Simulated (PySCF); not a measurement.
## Nonlinear optical response: `InChI=1S/C10H8/c1-2-10-8-6-4-3-5-7-9-10/h1,3-9H/b4-3-,5-3?,6-4?,7-5-,8-6-,9-7?,10-8?,10-9-`

Geometry:
```csv
atom,x (Å),y (Å),z (Å)
C1,2.297,-0.307,3.052
C2,1.685,-0.151,2.015
C3,0.963,-0.025,0.786
C4,0.725,1.202,0.268
C5,0.061,1.515,-0.996
C6,-1.159,1.115,-1.396
C7,-2.097,0.259,-0.663
C8,-1.852,-0.963,-0.163
C9,-0.594,-1.711,-0.262
C10,0.622,-1.310,0.129
H11,2.839,-0.431,3.971
H12,1.131,2.060,0.818
H13,0.586,2.240,-1.631
H14,-1.542,1.535,-2.334
H15,-3.122,0.642,-0.589
H16,-2.691,-1.504,0.291
H17,-0.684,-2.733,-0.652
H18,1.456,-2.016,0.043
```

Level of theory: quadratic response CAM-B3LYP/aug-cc-pVDZ first hyperpolarisability, Taylor convention, gas phase (PySCF). Geometry: PBE0-D3(BJ)/def2-SVP.

Question: Give β for the processes computed.

Answer: In au, Taylor convention; the vector part is βᵢ = ⅓ Σⱼ (βᵢⱼⱼ + βⱼᵢⱼ + βⱼⱼᵢ); β∥ is 3/5 of the vector part along the dipole, the dipole points from − to +:
```csv
process,λ (nm),β vector norm,β∥,β HRS,depolarisation ratio
"static β(0;0,0)",∞,45.5,-3.2,31.2,2.17
"second harmonic β(−2ω;ω,ω)",1907,51.7,-5.7,33.9,2.25
"Pockels β(−ω;ω,0)",1907,47.4,-4.0,–,–
"second harmonic β(−2ω;ω,ω)",1064,71.2,-13.7,42.2,2.48
"Pockels β(−ω;ω,0)",1064,52.2,-5.9,–,–
```

Question: Which lowest excitations, dipole and polarisabilities go with it?

Answer: S1 3.57 eV (f = 0.020); S2 5.09 eV (f = 0.025); S3 5.23 eV (f = 0.011); dipole 0.72 D; isotropic α 121.8 au static, 122.4 au at 1907 nm, 123.8 au at 1064 nm, 124.3 au at 953.5 nm, 130.7 au at 532 nm.
